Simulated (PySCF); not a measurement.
Dipole moment and polarisability of `F[SiH2]O[SiH2][SiH2]F`

Species: F2H6OSi3.
Atom-mapped SMILES: `[F:1][SiH2:2][O:3][SiH2:4][SiH2:5][F:6]` (hydrogens: H7, H8 on Si2; H9, H10 on Si4; H11, H12 on Si5)

Structure used (GFN2-xTB), in Å, numbered top down from 1:
```
atom  x, y, z in Å
F1     1.1364    2.0074   -0.3148
Si2    2.0993    0.7175   -0.2704
O3     1.1378   -0.5605   -0.1780
Si4   -0.3042   -1.3242   -0.0316
Si5   -1.9098    0.2824    0.3097
F6    -3.3004   -0.5231    0.5256
H7     2.7939    0.6810   -1.5404
H8     2.8605    0.8231    0.9578
H9    -0.4085   -2.0963   -1.2785
H10   -0.0566   -2.2648    1.0699
H11   -2.2323    1.1723   -0.8059
H12   -1.8149    1.0845    1.5305
```

Level: CAM-B3LYP/def2-SVPD (PySCF), static field, nuclei fixed, core orbitals frozen in the response. The polarisability tensor in these axes (au):

```
x   83.10 -1.89 -1.95
y   -1.89 79.53  1.05
z   -1.95  1.05 72.20
```

Q: Diagonalise the tensor; give its mean and Δα, where Δα² is half the sum of the squared differences of the eigenvalues.

A: Principal values 71.79, 78.72 and 84.31 au; mean 78.27 au = 11.60 Å³ = 12.91 × 10⁻⁴⁰ C²·m²/J; Δα = 10.87 au (14 % of the mean).

Q: What is the dipole moment, and where does it point?

A: (2.17, -0.41, -0.18) D, 2.22 D in size, pointing from the negative to the positive side. Measured along this direction, the outermost atoms are F6 at the negative end and H7 at the positive end.

Q: What are the principal values of the traceless quadrupole moment, Θ = ½Σq(3rr − r²1), about the centre of nuclear charge?

A: -4.32, 0.35, 3.97 D·Å. The values depend on the origin, since the dipole doesn't vanish. The electronic extent ⟨r²⟩ about the same centre is 1416 bohr², a root-mean-square distance of 2.31 Å for the 74 electrons.

Q: Directions of the eigenvectors, and the extent of the frame along each?

A: Largest value along (0.90, -0.39, -0.18), where the nuclei span 5.39 Å; middle along (0.41, 0.91, 0.03), 4.40 Å; least along (0.15, -0.10, 0.98), 2.55 Å. The response follows the extents in order.

Q: Find the Langevin capture rate constant for O2+ (31.990 u) meeting this molecule (143.969 u), k = 2.342 × 10⁻⁹ cm³/s × √(α in Å³ / reduced mass in u).

A: The reduced mass is 26.17 u, so k = 1.56 × 10⁻⁹ cm³/s. The formula leaves out the permanent dipole, which adds to the capture rate.

Q: Form Σ f/ω² (atomic units) for the 8 lowest TDDFT singlets, given as eV and f, and set it beside the mean polarisability, which is this sum over all singlets: 6.08, 0.0340; 6.85, 0.0061; 7.33, 0.0005; 7.48, 0.0576; 7.79, 0.0011; 8.06, 0.0138; 8.24, 0.0267; 8.32, 0.0391.

A: They add up to 2.43 au, 3.1 % of the 78.27 au; the largest single term is 0.76 au, from the state at 7.48 eV. Terms in order: 0.68, 0.10, 0.01, 0.76, 0.01, 0.16, 0.29, 0.42 au. Higher excitations give the rest. The strengths listed sum to 0.179.

Q: Orientational against electronic polarisability at 250 K (dilute gas, rigid molecules)?

A: In Gaussian units μ²/3kT = 47.58 Å³ against 11.60 Å³, a ratio of 4.10; the Debye molar polarisation (4π/3)N_A(α + μ²/3kT) is 149.3 cm³/mol, leaving out the vibrational part.

Geometry: GFN2-xTB, one conformer, isolated molecule.
